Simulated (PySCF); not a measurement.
# Static response to an electric field

WF₆ (singlet state).
Cartesian coordinates in Å at the PBE0-D3(BJ)/def2-SVP level; atoms count from 1:
```
atom  x, y, z in Å
W1     0.000    0.000    0.000
F2    -0.012   -0.005    1.839
F3     0.012    0.005   -1.839
F4     1.839    0.004    0.012
F5    -1.839   -0.004   -0.012
F6    -0.003    1.839    0.008
F7     0.003   -1.839   -0.007
```

Level: CAM-B3LYP/def2-SVPD (PySCF), static field, nuclei fixed, core orbitals frozen in the response. The polarisability tensor in these axes (au):

```
x   46.35  0.01  0.00
y    0.01 46.35  0.02
z    0.00  0.02 46.35
```

Q: What are the eigenvalues, a third of the trace, and Δα (Δα² = ½Σ(αi − αj)² over the three pairs)?

A: Principal values 46.33, 46.35 and 46.38 au; mean 46.35 au = 6.87 Å³ = 7.64 × 10⁻⁴⁰ C²·m²/J; Δα = 0.04 au (0 % of the mean). Point group Oh makes the tensor isotropic, so any spread comes from the grid or from a geometry that is symmetric only within 0.08 Å.

Q: What is the dipole moment?

A: 0.00 D; point group Oh allows none.

Q: Find the Langevin capture rate constant for NO+ (29.998 u) meeting this molecule (297.941 u), k = 2.342 × 10⁻⁹ cm³/s × √(α in Å³ / reduced mass in u).

A: The reduced mass is 27.25 u, so k = 1.18 × 10⁻⁹ cm³/s.

Q: In TDDFT the mean static polarisability is Σ f/ω² over all singlet excitations (ω in hartree). How much of it do the 10 lowest give? Their energies (eV) and oscillator strengths: 6.29, 0.0000; 6.35, 0.0000; 6.35, 0.0000; 6.35, 0.0000; 6.43, 0.0000; 6.43, 0.0000; 6.43, 0.0000; 6.80, 0.0000; 6.86, 0.0000; 6.86, 0.0000.

A: They add up to 0.00 au, 0.0 % of the 46.35 au. Terms in order: 0.00, 0.00, 0.00, 0.00, 0.00, 0.00, 0.00, 0.00, 0.00, 0.00 au. Higher excitations give the rest. The strengths listed sum to 0.000.

Q: What molar refraction does this α imply?

A: Lorentz–Lorenz: R = (4π/3)N_A α = 2.5225 cm³/(mol·Å³) × 6.87 Å³ = 17.3 cm³/mol, in the limit of long wavelengths.

Q: Refractivity n − 1 of an ideal gas of it at 298.15 K and 1 atm, from the electronic α?

A: N = p/kT = 2.4615 × 10¹⁹ cm⁻³, so n − 1 = 2π × N × 6.87 × 10⁻²⁴ cm³ = 1062 × 10⁻⁶ at long wavelengths.

Geometry: PBE0-D3(BJ)/def2-SVP; no solvent, vibrations or thermal averaging. Atoms past krypton carry effective core potentials; spin–orbit coupling is left out.
